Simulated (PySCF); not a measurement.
CH9ClOSi3, SMILES C[SiH2]O[Si@H]([SiH3])Cl. Atoms are numbered in the order given.

```xyz
15

C     -3.4186     1.1528     0.3014
Si    -2.0104     0.2597    -0.5271
O     -0.7986     0.0326     0.6061
Si     0.8072    -0.3143     0.7295
Si     2.1101     1.3904    -0.2083
Cl     1.2335    -2.0322    -0.3640
H     -3.8095     0.5643     1.1454
H     -4.2411     1.3208    -0.4116
H     -3.0895     2.1304     0.6851
H     -2.4444    -1.0704    -1.0465
H     -1.4589     1.0657    -1.6609
H      1.1059    -0.6087     2.1564
H      3.5592     1.0519    -0.0716
H      1.7668     1.5185    -1.6570
H      1.8448     2.6950     0.4738
```
Charge 0, spin multiplicity 1.

Geometry: PBE0-D3(BJ)/def2-SVP. The structure was generated by enumeration; whether it is a known compound was not checked. One conformer was computed; it need not be the lowest.

Level of theory: PBE0-D3(BJ)/def2-SVP (PySCF 2.14.0).

Frequencies are harmonic and unscaled.

```json
[
 {"mode": "1", "ν (cm⁻¹)": "8", "IR (km/mol)": "0.2", "moving atoms (share of kinetic energy)": "H 38 %, Si 31 %, C 24 %"},
 {"mode": "2", "ν (cm⁻¹)": "26", "IR (km/mol)": "0.6", "moving atoms (share of kinetic energy)": "Si 29 %, Cl 20 %, O 18 %, C 17 %, H 16 %"},
 {"mode": "3", "ν (cm⁻¹)": "60", "IR (km/mol)": "0.4", "moving atoms (share of kinetic energy)": "Si 39 %, O 21 %, H 17 %, Cl 13 %, C 10 %"},
 {"mode": "4", "ν (cm⁻¹)": "103", "IR (km/mol)": "0.8", "moving atoms (share of kinetic energy)": "H 50 %, Si 21 %, Cl 19 %"},
 {"mode": "5", "ν (cm⁻¹)": "110", "IR (km/mol)": "0.9", "moving atoms (share of kinetic energy)": "H 61 %, Cl 17 %, Si 16 %"},
 {"mode": "6", "ν (cm⁻¹)": "158", "IR (km/mol)": "0.9", "moving atoms (share of kinetic energy)": "H 81 %, Si 14 %"},
 {"mode": "7", "ν (cm⁻¹)": "180", "IR (km/mol)": "2.4", "moving atoms (share of kinetic energy)": "Si 33 %, H 26 %, C 25 %, Cl 13 %"},
 {"mode": "8", "ν (cm⁻¹)": "190", "IR (km/mol)": "7.2", "moving atoms (share of kinetic energy)": "O 39 %, H 30 %, Si 22 %"},
 {"mode": "9", "ν (cm⁻¹)": "294", "IR (km/mol)": "19.2", "moving atoms (share of kinetic energy)": "O 43 %, Si 30 %, H 14 %, Cl 9 %"},
 {"mode": "10", "ν (cm⁻¹)": "408", "IR (km/mol)": "4.3", "moving atoms (share of kinetic energy)": "Si 60 %, H 22 %, Cl 11 %"},
 {"mode": "11", "ν (cm⁻¹)": "497", "IR (km/mol)": "6.1", "moving atoms (share of kinetic energy)": "H 92 %"},
 {"mode": "12", "ν (cm⁻¹)": "501", "IR (km/mol)": "34.9", "moving atoms (share of kinetic energy)": "H 76 %, Si 16 %"},
 {"mode": "13", "ν (cm⁻¹)": "523", "IR (km/mol)": "17.6", "moving atoms (share of kinetic energy)": "H 63 %, Si 34 %"},
 {"mode": "14", "ν (cm⁻¹)": "546", "IR (km/mol)": "52.8", "moving atoms (share of kinetic energy)": "Si 56 %, Cl 26 %, H 14 %"},
 {"mode": "15", "ν (cm⁻¹)": "610", "IR (km/mol)": "19.9", "moving atoms (share of kinetic energy)": "Si 48 %, H 27 %, O 12 %, C 9 %"},
 {"mode": "16", "ν (cm⁻¹)": "714", "IR (km/mol)": "4.5", "moving atoms (share of kinetic energy)": "H 43 %, C 30 %, Si 22 %"},
 {"mode": "17", "ν (cm⁻¹)": "734", "IR (km/mol)": "13.9", "moving atoms (share of kinetic energy)": "H 84 %, Si 9 %"},
 {"mode": "18", "ν (cm⁻¹)": "767", "IR (km/mol)": "43.3", "moving atoms (share of kinetic energy)": "H 55 %, C 24 %, Si 19 %"},
 {"mode": "19", "ν (cm⁻¹)": "778", "IR (km/mol)": "291.6", "moving atoms (share of kinetic energy)": "H 89 %, Si 9 %"},
 {"mode": "20", "ν (cm⁻¹)": "824", "IR (km/mol)": "292.4", "moving atoms (share of kinetic energy)": "H 82 %, Si 13 %"},
 {"mode": "21", "ν (cm⁻¹)": "877", "IR (km/mol)": "36.7", "moving atoms (share of kinetic energy)": "H 86 %, Si 13 %"},
 {"mode": "22", "ν (cm⁻¹)": "878", "IR (km/mol)": "52.3", "moving atoms (share of kinetic energy)": "H 76 %, C 18 %"},
 {"mode": "23", "ν (cm⁻¹)": "928", "IR (km/mol)": "66.6", "moving atoms (share of kinetic energy)": "H 97 %"},
 {"mode": "24", "ν (cm⁻¹)": "930", "IR (km/mol)": "63.9", "moving atoms (share of kinetic energy)": "H 97 %"},
 {"mode": "25", "ν (cm⁻¹)": "941", "IR (km/mol)": "208.6", "moving atoms (share of kinetic energy)": "H 82 %, Si 14 %"},
 {"mode": "26", "ν (cm⁻¹)": "970", "IR (km/mol)": "173.1", "moving atoms (share of kinetic energy)": "H 89 %, Si 9 %"},
 {"mode": "27", "ν (cm⁻¹)": "1082", "IR (km/mol)": "491.0", "moving atoms (share of kinetic energy)": "O 76 %, Si 18 %"},
 {"mode": "28", "ν (cm⁻¹)": "1267", "IR (km/mol)": "42.4", "moving atoms (share of kinetic energy)": "H 77 %, C 23 %"},
 {"mode": "29", "ν (cm⁻¹)": "1423", "IR (km/mol)": "5.0", "moving atoms (share of kinetic energy)": "H 96 %"},
 {"mode": "30", "ν (cm⁻¹)": "1429", "IR (km/mol)": "4.0", "moving atoms (share of kinetic energy)": "H 96 %"},
 {"mode": "31", "ν (cm⁻¹)": "2218", "IR (km/mol)": "43.2", "moving atoms (share of kinetic energy)": "H 97 %"},
 {"mode": "32", "ν (cm⁻¹)": "2221", "IR (km/mol)": "117.8", "moving atoms (share of kinetic energy)": "H 98 %"},
 {"mode": "33", "ν (cm⁻¹)": "2234", "IR (km/mol)": "71.6", "moving atoms (share of kinetic energy)": "H 96 %"},
 {"mode": "34", "ν (cm⁻¹)": "2239", "IR (km/mol)": "67.6", "moving atoms (share of kinetic energy)": "H 96 %"},
 {"mode": "35", "ν (cm⁻¹)": "2242", "IR (km/mol)": "119.7", "moving atoms (share of kinetic energy)": "H 97 %"},
 {"mode": "36", "ν (cm⁻¹)": "2261", "IR (km/mol)": "129.5", "moving atoms (share of kinetic energy)": "H 97 %"},
 {"mode": "37", "ν (cm⁻¹)": "3061", "IR (km/mol)": "0.6", "moving atoms (share of kinetic energy)": "H 97 %"},
 {"mode": "38", "ν (cm⁻¹)": "3167", "IR (km/mol)": "1.7", "moving atoms (share of kinetic energy)": "H 91 %, C 9 %"},
 {"mode": "39", "ν (cm⁻¹)": "3173", "IR (km/mol)": "1.0", "moving atoms (share of kinetic energy)": "H 91 %, C 9 %"}
]
```
